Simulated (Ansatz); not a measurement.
**Calibrating BLYP/def2-TZVP on O-containing molecules**

The atomisation enthalpy at 298 K in kJ/mol of 6 O-containing molecules: x at BLYP/def2-TZVP, y from tabulated heats of molecules and atoms (Active Thermochemical Tables, CRC Handbook of Chemistry and Physics, NIST-JANAF tables). Shapes, held fixed at every level: PBE0-D4/def2-TZVP. Flexible molecules stand in one conformer, not always the lowest. Computed values hold a harmonic thermal term (B2PLYP/cc-pVTZ, PBE0-D4/def2-TZVP, PBE0/aug-cc-pVTZ) and the atoms' spin-orbit lowering. Programs: Ansatz 0.2.0.

| molecule | x (kJ/mol) | y (kJ/mol) |
| --- | --- | --- |
| NBrO (nitrosyl bromide) | 836 | 751 |
| S2O (Disulfur monoxide) | 873 | 860 |
| HNO2 (nitrous acid) | 1340 | 1268 |
| OCS (carbonyl sulfide) | 1419 | 1381 |
| CH4O (methanol) | 2017 | ? |
| CH3NO (formamide) | 2308 | 2286 |

Fit y = c + s·x to the known rows and predict y for CH4O.


1. Means of the 5 rows: x = 1355.20, y = 1309.2.
2. Σ(Δx)² = 1414215, Σ(Δx·Δy) = 1442324, so the slope is 1442324/1414215 = 1.0199.
3. Intercept: 1309.2 − (1.0199) × 1355.20 = -73.0. The largest residual of the fit is 43.
4. CH4O: -73.0 + 1.0199 × 2017 = 1984 kJ/mol.

The tabulated heats give 2039 kJ/mol, so the prediction is off by -55 kJ/mol, more than the largest residual. Uncorrected, BLYP/def2-TZVP misses CH4O by -22 kJ/mol, and the other rows by 46 on average. The line makes this one worse. CH3NO lies far out in x and weighs most in the slope. Left out in turn, the other rows are missed by 37 kJ/mol on average, hardly better than no correction. The heats of NBrO (nitrosyl bromide) come from older tables and can be uncertain by 10 kJ/mol or more. Relativity is left out for Br.
